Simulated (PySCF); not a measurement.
Work out the structure from these simulated measurements.

Formula: C6H8FN.

| Item | Value |
| --- | --- |
| 1H NMR | chemical shifts (computed TMS as zero) by class: 2.66 (2 H), 2.29 (3 H), 1.95 (3 H) ppm [GIAO PBE0/pcSseg-1] |
| UV, strongest line | among the 6 lowest singlet transitions: S2 at 6.77 eV (183 nm, f = 0.141) [TDDFT PBE0/def2-SVPD] |
| 13C NMR | chemical shifts (computed TMS as zero) by class: 167.5 (1 C), 121.4 (1 C), 111.9 (1 C), 20.5 (1 C), 17.9 (1 C), 17.7 (1 C) ppm [GIAO PBE0/pcSseg-1] |
| UV, first state | lowest singlet excitation: 6.26 eV (198 nm, f = 0.014) [TDDFT PBE0/def2-SVPD] |
| Triplet | lowest triplet excitation (Tamm–Dancoff): 4.18 eV [TDA PBE0/def2-SVPD] |
| Polarisability | 74.9 au [PBE0/def2-SVPD] |
| Rotational structure | rotational constants A, B, C: 2.867, 1.516, 1.153 GHz [GFN2-xTB] |
| NMR, other nuclei | isotropic shieldings of nuclei other than C and H, by class: -29 (1 N), 260 (1 F) ppm [GIAO PBE0/pcSseg-1] |

Electronic properties: PySCF, gas phase, density fitting. Levels stand in brackets. NMR shifts are as computed; neighbouring signals can stand in another order in a measured spectrum. Geometry: GFN2-xTB, one conformer, isolated molecule. Each NMR value is the plain mean over a class of atoms that symmetry, rotation or inversion makes alike.

**Question.** Propose a structure and show how it fits.

**Answer.** Numbering: `[CH3:1]/[C:2]([F:3])=[C:4](/[CH3:5])[CH2:6][C:7]#[N:8]`. Its formula, C6H8FN, gives 3 degrees of unsaturation: 0 rings and 3 π bonds in the structure found. 6 carbons fall into 6 classes; from least to most shielded: vinylic C–F carbon [C2] (167.5 ppm), nitrile carbon [C7] (121.4 ppm), fully substituted alkene carbon [C4] (111.9 ppm), sp3 carbon next to a nitrile [C6] (20.5 ppm), allylic carbon [C5] (17.9 ppm), allylic carbon [C1] (17.7 ppm). Hydrogen classes from least to most shielded: 2 H on an sp3 carbon next to a nitrile, C6 (2.66 ppm), 3 H on an allylic carbon, C1 (2.29 ppm), 3 H on an allylic carbon, C5 (1.95 ppm, a mean of values up to 1.2 ppm apart in this geometry). The other shieldings belong to: -29 ppm, nitrile nitrogen [N8]; 260 ppm, vinyl fluorine [F3]. The optimised geometry has point group C1 and is an asymmetric top. Structure: `C/C(F)=C(/C)CC#N`. Computed isomers that give other values at the same levels: `C/C=C(\C)[C@H](F)C#N` (13C chemical shifts (computed TMS as zero) by class: 133.7 (1 C), 130.2 (1 C), 120.3 (1 C), 84.0 (1 C), 16.4 (1 C), 14.3 (1 C) ppm); `[H]/N=C/[C@@H]1[C@@H](F)C12CC2` (13C chemical shifts (computed TMS as zero) by class: 174.8 (1 C), 82.9 (1 C), 38.1 (1 C), 21.3 (1 C), 9.2 (1 C), 6.9 (1 C) ppm); `NCC#C[C@@H]1C[C@@H]1F` (13C chemical shifts (computed TMS as zero) by class: 88.4 (1 C), 86.7 (1 C), 75.0 (1 C), 36.0 (1 C), 16.7 (1 C), 9.9 (1 C) ppm). The assignments are read from this structure; whether some other isomer fits the data as well wasn't checked.

Conformer computed: `[CH3:1]/[C:2]([F:3])=[C:4](/[CH3:5])[CH2:6][C:7]#[N:8]`: C2–C4–C6–C7 74°.
